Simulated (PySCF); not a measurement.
# Sulfur: a sound run and one with changed settings

Sound run: S+ [Ne] 3s2 3p3, S(2+) [Ne] 3s2 3p2. Calculation: PySCF 2.14, in cc-pV(T+d)Z; no relativity, point nucleus. In the sound run the correlated levels freeze [Ne]. The sound run starts from symmetry-adapted Hartree-Fock orbitals and uses a fine grid where one is needed.

Changed run: initial guess 1e, at most 50 SCF cycles, level shift 0.5 hartree.

```json
{"species": "S+", "method": "UHF", "sound run (hartree)": "-397.17001", "changed run (hartree)": "-397.17001", "converged": "yes"}
{"species": "S+", "method": "PBE", "sound run (hartree)": "-397.56125", "changed run (hartree)": "-397.56125", "converged": "yes"}
{"species": "S+", "method": "BP86", "sound run (hartree)": "-397.76640", "changed run (hartree)": "-397.76640", "converged": "yes"}
{"species": "S+", "method": "MP2", "sound run (hartree)": "-397.26014", "changed run (hartree)": "-397.23427", "converged": "yes"}
{"species": "S+", "method": "CCSD(T)", "sound run (hartree)": "-397.28341", "changed run (hartree)": "-397.28341", "converged": "yes"}
{"species": "S(2+)", "method": "UHF", "sound run (hartree)": "-396.33505", "changed run (hartree)": "-396.33505", "converged": "yes"}
{"species": "S(2+)", "method": "PBE", "sound run (hartree)": "-396.70419", "changed run (hartree)": "-396.70419", "converged": "yes"}
{"species": "S(2+)", "method": "BP86", "sound run (hartree)": "-396.90845", "changed run (hartree)": "-396.90845", "converged": "yes"}
{"species": "S(2+)", "method": "MP2", "sound run (hartree)": "-396.40257", "changed run (hartree)": "-396.38330", "converged": "yes"}
{"species": "S(2+)", "method": "CCSD(T)", "sound run (hartree)": "-396.42693", "changed run (hartree)": "-396.42693", "converged": "yes"}
```

Ionisation energy of S+:

| method | sound run (eV) | changed run (eV) |
| --- | --- | --- |
| UHF | 22.720 | 22.720 |
| PBE | 23.322 | 23.322 |
| BP86 | 23.346 | 23.346 |
| MP2 | 23.336 | 23.156 |
| SCS-MP2 | 23.149 | 23.022 |
| CCSD | 23.268 | 23.268 |
| CCSD(T) | 23.306 | 23.306 |

A level shift leaves the converged SCF energy unchanged but raises the virtual orbital energies, which shrinks MP2 if it is not removed.

For comparison, NIST gives 23.338 eV between the lowest levels.
